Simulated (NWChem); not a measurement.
Species: C$_{3}$H$_{8}$BeO; SMILES [Be]([OH])[CH](C)C

```xyz
13

Be    -0.0202     1.1195    -0.2642
C      0.0049    -0.5755    -0.4233
C     -1.2525    -1.2522     0.1661
C      1.2859    -1.2125     0.1597
H      0.0056    -0.7838    -1.5075
H     -1.2341    -2.3422     0.0129
H     -1.3315    -1.0870     1.2492
H     -2.1779    -0.8759    -0.2879
H      2.1970    -0.8064    -0.2977
H      1.3016    -2.3024     0.0053
H      1.3643    -1.0461     1.2427
O     -0.0432     2.5350    -0.1956
H     -0.0213     3.1414     0.5475
```
Atoms are numbered in this order, from 1.

Level: B3LYP/6-31G* (spherical d) (NWChem), optimised geometry, unscaled harmonic frequencies. B3LYP is NWChem's, with the RPA form of VWN correlation.

Problem. List the harmonic frequencies with IR intensities, and the thermochemistry.

Solution. 
```csv
frequency (cm⁻¹),IR intensity (km/mol)
41,137.6
101,2.5
133,5.7
239,0.0
261,4.9
318,22.9
373,95.0
429,42.2
486,128.8
575,25.1
886,4.4
929,2.7
992,26.6
994,0.0
1079,4.9
1186,8.4
1251,16.7
1337,0.8
1406,191.2
1430,0.1
1451,0.1
1517,0.5
1534,4.5
1535,12.3
1543,3.3
2969,25.0
3008,39.5
3011,64.4
3063,9.5
3065,75.9
3088,31.9
3089,56.0
3916,108.3
```

| Item | Value |
|---|---|
| zero-point energy | 67.5 kcal/mol |
| thermal correction to the enthalpy at 298.15 K (with zero-point energy) | 73.0 kcal/mol |
| heat capacity Cv | 25.4 cal/(mol K) |
| entropy at 298.15 K and 1 atm (symmetry number 1) | 85.1 cal/(mol K) |
| dipole moment | 1.32 D |

Rigid rotor and harmonic oscillator; modes under 100 cm⁻¹ make the entropy uncertain.
